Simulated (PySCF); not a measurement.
C2H6AlFO, SMILES C[CH2][Al]([F])[OH].

The structure is a stationary point at B3LYP-D3(BJ)/def2-SVP. Other conformers were not sampled.

All values below come from ωB97X/def2-TZVP (PySCF).

The molecule is in vacuum.

| Property | Result |
|---|---|
| total energy | -497.51778 hartree |
| point group | Cs |
| highest occupied level | -10.60 eV |
| lowest empty level | 1.64 eV |
| orbital gap | 12.24 eV |
| dipole moment | 0.70 D |
| quadrupole, principal values (traceless, Buckingham form, about the centre of nuclear charge) | -11.32, 5.02, 6.30 D·Å |
| mean static polarisability | 49.1 bohr³ (7.27 Å³) |
| polarisability, principal values | 42.6, 48.9, 55.7 bohr³ |
